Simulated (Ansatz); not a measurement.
Program: Ansatz. Geometries: PBE0-D4/def2-TZVP. ΔE: electronic, gas phase. CCSD(T)/CBS adds triple-zeta CCSD(T) − MP2 to the extrapolated MP2 energy (def2 sets, frozen cores). Functionals use def2-TZVPP. Elements past krypton have def2 core potentials. For In, Sn outer-core shells are correlated without core-valence functions, which leaves a few kJ/mol of doubt a bond.

Reaction (redistribution): `N#[C][In]([F])[F]` + `[SiH3][SnH2][Cl]` → `[F][In]([F])[SiH3]` + `N#[C][SnH2][Cl]`

```tsv
level	ΔE (kJ/mol)
LDA (SPW92)	-36.0
r2SCAN0	-30.3
CAM-B3LYP	-33.7
SCS-MP2/def2-TZVPP	-29.0
```

Task: What does CCSD(T)/CBS give? (An estimate is asked.)

Result: Computed: -29.1 kJ/mol. The listed levels differ from it by -6.9, -1.2, -4.6, 0.1 kJ/mol.

Largest T1 diagnostic among the species: 0.017.

Leaving LDA and LC-ωPBE aside and taking each functional with its dispersion term where it has one, the values, not all of them listed here, spread over 7.4 kJ/mol, from BLYP-D4 to PBE-QIDH. At CCSD(T), def2-SVP lies +4.5 kJ/mol from the extrapolated value and def2-TZVPP +2.1 kJ/mol. From BLYP to BHLYP (50 % exact exchange), in def2-TZVPP and without D4, ΔE moves by +5.3 kJ/mol.
